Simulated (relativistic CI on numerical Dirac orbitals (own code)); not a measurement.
## Sensitivity of the levels of W24+ to α and to the nuclear radius

Calculated at this level of theory: Dirac-Coulomb-Breit CI, separate exchange-only KLI orbitals for each configuration, derivatives by finite differences, unscaled Slater integrals, QED left out (own radial code, finite nucleus).

CI space (outside the closed core [Ar] 3d10 4p6 4d10): 4s2.4f4, 4s2.4f3.5s, 4s2.4f2.5s2, 4s2.4f3.5p, 4s2.4f2.5s.5p, 4s.4f3.5s2. Levels of other configurations are missing.

With x = (α/α₀)² − 1 an excitation energy changes as ω = ω₀ + qx; K = 2q/ω₀ is the relative enhancement. Terms are leading LS components, so labels can repeat. The field-shift factor is F = δν/δ⟨r²⟩ for the transition from the lowest level.

Lowest level 4s2.4f4 5I_4.

```
       Level  ω₀ (cm⁻¹)  q (cm⁻¹)       K  F (GHz/fm²)
4s2.4f4 5I_5    13430.6     16470    2.45        0.707
4s2.4f4 5I_6    25271.3     26890    2.13         1.19
4s2.4f4 5I_7    35209.7     31500    1.79         1.45
4s2.4f4 5F_2    39436.2     -2935  -0.149        0.252
4s2.4f4 5F_1    43413.5     13500   0.622        0.866
4s2.4f4 5I_8    43667.4     32570    1.49         1.57
4s2.4f4 3G_4    46567.7      4660     0.2        0.596
4s2.4f4 5F_3    50523.6     16340   0.647         1.04
4s2.4f4 5S_2    55289.6     18400   0.666         1.16
4s2.4f4 5G_2    56024.8     13270   0.474         0.98
4s2.4f4 3K_6    57338.3     24030   0.838         1.38
4s2.4f4 5G_3    58366.7     12230   0.419        0.963
4s2.4f4 3L_7    61480.5     24640   0.801         1.45
4s2.4f4 5F_5    63135.7     23620   0.748         1.42
4s2.4f4 5F_4    64815.9     31440    0.97         1.71
4s2.4f4 3M_8    66580.4     25150   0.756         1.52
4s2.4f4 5G_4    76300.9     31050   0.814          1.8
4s2.4f4 5F_5    77596.5     39490    1.02         2.12
4s2.4f4 3D_2    77685.2     30460   0.784         1.78
4s2.4f4 3G_3    78234.4     31850   0.814         1.84
4s2.4f4 3P_1    83815.4     32250   0.769          1.9
4s2.4f4 3L_8    86405.5     33460   0.775            2
4s2.4f4 1D_2    86657.4     27060   0.625         1.75
```

At this charge energies of transitions that change n are usually good to better than 1 %, and those within a shell (Δn = 0) to a few per cent. Terms inside the open d or f shell come out 10 to 20 % too wide with unscaled integrals.
